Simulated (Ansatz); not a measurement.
```xyz
12

H     1.7100    0.0000    0.3330
H     0.8550    1.4809    0.3330
H    -0.8550    1.4809    0.3330
H    -1.7100    0.0000    0.3330
H    -0.8550   -1.4809    0.3330
H     0.8550   -1.4809    0.3330
H     1.7100    0.0000   -0.3330
H     0.8550    1.4809   -0.3330
H    -0.8550    1.4809   -0.3330
H    -1.7100    0.0000   -0.3330
H    -0.8550   -1.4809   -0.3330
H     0.8550   -1.4809   -0.3330
```

Basis set: 6-31G (spherical functions). All electrons are correlated. Charge 0, multiplicity 1.

Computed with Ansatz (development build ahead of 0.2.0); each method stands on the lowest determinant of its kind that the runs found. Restricted open shells among the atoms or ions are ROHF, correlated in semicanonical orbitals with singles.

(1) Give the atomization energy at this shape (free ground-state atoms in the same class of orbitals less the molecule, no zero-point energy) of singlet H12 by RHF-MP2, RHF.

Results:

(1)

| method | atomization energy |
| --- | --- |
| RHF-MP2 | 1800.1 kJ/mol |
| RHF | 1515.5 kJ/mol |

Caution: no unrestricted run beside it, a lower state can exist; the shape is not the minimum.

This basis has no polarisation functions and is too small for such energies, which can lie far from measured ones in either direction.
